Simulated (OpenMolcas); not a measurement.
**Nb3+: moving or changing the point charges**

Nb3+ among 4 point charges of -1 e arranged as a tetrahedron (Td), 2.01 Å from the ion.
```
   1.1605    1.1605    1.1605  -1.00
   1.1605   -1.1605   -1.1605  -1.00
  -1.1605    1.1605   -1.1605  -1.00
  -1.1605   -1.1605    1.1605  -1.00
```

```yaml
Program: OpenMolcas 26.06
Method: CASSCF
Basis: ANO-RCC-VTZP [7s6p4d2f1g]
Scalar_Hamiltonian: DKH2, point nucleus
Active_space: 2 electrons in 5 orbitals (4d)
State_averaging: 2S+1 = 3 even, 10 roots; 2S+1 = 1 even, 15 roots
Spin-orbit_coupling: RASSI with atomic mean-field integrals over the reference wave functions
```

Runs around this geometry, states (labels of Td). Energies in cm-1 above the lowest state or level, χT in cm3 K/mol; 10Dq and B are least-squares fits to the states below 45000 cm-1, weighted by degeneracy, with a free offset, and given where the rms deviation is under 5 % of |10Dq| (or 100 cm-1) and under 700 cm-1; 10Dq is negative for this site.

```tsv
R (Å)	q (e)	Ground state	First state of that spin	10Dq	B (rms of fit)	First gap with spin-orbit (degeneracies)	χT at 300 K	First state of another spin
2.01	-0.5	3A2	3T2 1767	-1766	753 (24)	1540 (3, 2)	0.357	1E 10817
1.83	-1	3A2	3T2 4340	-4238	724 (163)	4217 (3, 2)	0.635	1E 11071
2.01	-1	3A2	3T2 3076	-3035	742 (75)	2908 (3, 2)	0.516	1E 11045
2.19	-1	3A2	3T2 2192	-2173	749 (40)	1979 (3, 2)	0.410	1E 10918
```

Taking |10Dq| as R^-n, n = -ln(2173 / 4238) / ln(2.19 / 1.83) = 3.7 between the shortest and longest distance. The point-charge formula for a cubic d site gives n = 5.

Scaling the charges by -0.5 / -1 = 0.50 scales |10Dq| by 1766 / 3035 = 0.58; with fixed orbitals a first-order splitting would follow the charge.

Without dynamic correlation the repulsion within the d shell is too large (B by tens of per cent), so at a given field states of lower spin stand too high. The ground term spreads over less than 5000 cm-1, several times less than with real ligands, so orbital moments are less quenched and χT lies further from the spin-only value than at real sites (holds for R = 2.01, q = -0.5; R = 2.19, q = -1). Point charges carry no covalency, so the field is a model and not that of real ligands. No measured value stands beside these numbers.
